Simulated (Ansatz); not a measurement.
iodoethane (C2H5I), SMILES CCI.

Geometry: PBE0-D3(BJ)/def2-SVP. The def2 effective core potentials stand for the cores of I; spin–orbit coupling is left out.

Two levels are set side by side: PBE/def2-SVPD (Ansatz, an electronic-structure program) and PBE0/def2-SVPD (Ansatz). Energy differences of separate SCF runs at the same geometry; the states with an electron removed or added have multiplicity 2 and 2. Differences are taken from unrounded values.

```csv
quantity,PBE0
vertical ionisation energy (eV),9.53
vertical singlet–triplet gap (eV),4.40
```

**Question.** What does PBE give, and how far is it from PBE0? (Estimate from the structure and the level; the computed values follow.)

**Answer.** 
```csv
quantity,PBE,PBE minus PBE0
vertical ionisation energy (eV),9.43,-0.10
vertical singlet–triplet gap (eV),4.34,-0.06
```

Here PBE gives about what the other level gives.
